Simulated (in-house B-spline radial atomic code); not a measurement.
Os⁸⁺. Computed with a B-spline radial atomic code. Model: all-electron spherical atom, spin shells full or empty, radial basis limit, no spin-orbit coupling, Breit or QED, empty-state partial waves extrapolated as (l+1/2)^-4, RPA, G0W0 and static COHSEX of the highest shell as one setting changes (uncorrelated shells keep exact exchange).

Without the two-electron picture change, core correlation of heavy ions comes too large.

Given: element Os; charge 8; filled core Xe; hamiltonian one-electron scalar X2C; mean-field start PBE; highest l of empty states 9; nuclear rms radius 5.4126 fm; highest mean-field shell 5p.

Shell: 4f 7 7 (electrons up and down).

```tsv
lowest nl shells left uncorrelated	RPA correlation energy (hartree)	G0W0 level (eV)	G0W0 minus most complete (meV)	COHSEX level (eV)	linearised minus solved G0W0 (meV)
0	-6.3211	-173.2	0	-176.46	-7.8
1	-6.093	-173.19	0.9	-176.46	-7.8
2	-5.8818	-173.19	1.1	-176.46	-7.8
3	?	?	?	?	?
4	?	?	?	?	?
5	-4.4615	-173.21	-12.2	-176.49	-7.8
6	-3.4537	-173.17	27.1	-176.41	-7.8
7	-3.2624	-173.2	-2.1	-176.47	-7.8
8	-2.6883	-173.38	-181.5	-176.83	-8.1
9	-1.6876	-173.3	-107	-176.72	-8.1
10	-1.502	-174.28	-1087.1	-177.69	-1.8
11	-0.26148	-173.46	-268.4	-175.95	-0.2
```

(1) What follows for lowest nl shells left uncorrelated = 3?

(2) What follows for lowest nl shells left uncorrelated = 4?

Results:

(1) RPA correlation energy -5.2711 hartree; G0W0 level -173.19 eV; G0W0 minus most complete 4.1 meV; COHSEX level -176.45 eV; linearised minus solved G0W0 -7.8 meV.

(2) RPA correlation energy -5.0725 hartree; G0W0 level -173.19 eV; G0W0 minus most complete 2.8 meV; COHSEX level -176.46 eV; linearised minus solved G0W0 -7.8 meV.
